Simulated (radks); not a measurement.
The numbers below are computed, except where a source is named.
Excited configurations of Rh3+: one electron is placed in a higher orbital outside [Kr] 4d5. The ground configuration is [Kr] 4d6. Level of theory: Dirac Kohn-Sham, LDA (Slater exchange, Perdew-Wang correlation), spin-unpolarised, spherical densities, point nucleus; open shells fill j = l - 1/2 first (a radial shooting solver on a logarithmic mesh with Libxc functionals). Excitation = E - E(ground); binding = E(ion) - E, where the ion is the core of charge +4; n* = 4/sqrt(2 binding) in atomic units, and the quantum defect is n - n*.

| outer orbital | excitation (eV) | binding (eV) | n* | quantum defect | eigenvalue (eV) | <r> (bohr) |
|---|---|---|---|---|---|---|
| 4f5/2 | 31.456 | 15.401 | 3.760 | 0.240 | -12.480 | 3.513 |
| 5s1/2 | 10.449 | 36.408 | 2.445 | 2.555 | -31.962 | 2.386 |
| 6d3/2 | 35.486 | 11.371 | 4.375 | 1.625 | -10.015 | 6.639 |
| 6f5/2 | 39.701 | 7.156 | 5.515 | 0.485 | -6.282 | 10.02 |
| 7s1/2 | 35.925 | 10.932 | 4.462 | 2.538 | -9.791 | 7.631 |
| 7p1/2 | 37.158 | 9.699 | 4.738 | 2.262 | -8.671 | 8.382 |

The Delta-SCF ionisation energy is 46.857 eV (NIST Atomic Spectra Database: 42 eV, theoretical). Self-interaction in the functional shifts the binding energies and quantum defects, so they are the method's values and not measured ones. Spin polarisation and multiplet splitting are left out, so open shells lie too high by an amount that depends on their filling.

Beside tabulated values, note that spin-unpolarised runs miss the spin-polarisation part of the exchange energy of open shells.
